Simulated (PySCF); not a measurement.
**Static response to an electric field**

CH₄B₂F₂O₂.
Numbering: `[OH:1][B:2]([OH:3])[CH2:4][B:5]([F:6])[F:7]` (hydrogens: H8 on O1; H9 on O3; H10, H11 on C4)

Geometry (PBE0-D3(BJ)/def2-SVP, Å), atoms numbered from 1 in this order:
```
atom  x, y, z in Å
O1    -1.158    0.129   -1.452
B2    -0.797    0.074   -0.138
O3    -1.385    0.811    0.848
C4     0.394   -0.880    0.265
B5     1.701   -0.043    0.261
F6     2.159    0.568    1.343
F7     2.410    0.141   -0.842
H8    -1.865    0.746   -1.662
H9    -2.090    1.400    0.561
H10    0.209   -1.279    1.273
H11    0.465   -1.689   -0.476
```

Level: CAM-B3LYP/def2-SVPD (PySCF), static field, nuclei fixed, core orbitals frozen in the response. The polarisability tensor in these axes (au):

```
x   50.92 -3.24  1.76
y   -3.24 42.98  0.75
z    1.76  0.75 47.31
```

Task: Diagonalise the tensor; give its mean and Δα, where Δα² is half the sum of the squared differences of the eigenvalues.

Result: Principal values 41.53, 47.22 and 52.47 au; mean 47.07 au = 6.98 Å³ = 7.76 × 10⁻⁴⁰ C²·m²/J; Δα = 9.48 au (20 % of the mean).

Task: What is the dipole moment, and where does it point?

Result: (-3.43, 0.57, -0.64) D, 3.54 D in size, pointing from the negative to the positive side. Measured along this direction, the outermost atoms are F6 and F7 at the negative end and H8 and H9 at the positive end.

Task: Give the eigenvalues of the traceless quadrupole moment Θ = ½Σq(3rr − r²1), origin at the centre of nuclear charge.

Result: -10.95, -5.23, 16.18 D·Å. The values depend on the origin, since the dipole doesn't vanish. The electronic extent ⟨r²⟩ about the same centre is 821 bohr², a root-mean-square distance of 2.06 Å for the 54 electrons.

Task: In TDDFT the mean static polarisability is Σ f/ω² over all singlet excitations (ω in hartree). How much of it do the 10 lowest give? Their energies (eV) and oscillator strengths: 7.86, 0.0000; 8.35, 0.0345; 8.41, 0.0124; 8.60, 0.1326; 8.95, 0.0588; 9.15, 0.0736; 9.21, 0.0007; 9.31, 0.0685; 9.59, 0.0890; 9.66, 0.0212.

Result: They add up to 4.50 au, 9.6 % of the 47.07 au; the largest single term is 1.33 au, from the state at 8.60 eV. Terms in order: 0.00, 0.37, 0.13, 1.33, 0.54, 0.65, 0.01, 0.59, 0.72, 0.17 au. Higher excitations give the rest. The strengths listed sum to 0.492.

Task: What depolarisation ratio follows for Rayleigh scattering of linearly polarised light, taking the static tensor?

Result: ρ = 3Δα²/(45ᾱ² + 4Δα²) = 269.5/(99708 + 359.4) = 0.00269.

One conformer (not necessarily the lowest) at the PBE0-D3(BJ)/def2-SVP geometry, without solvent, vibrations or thermal averaging.
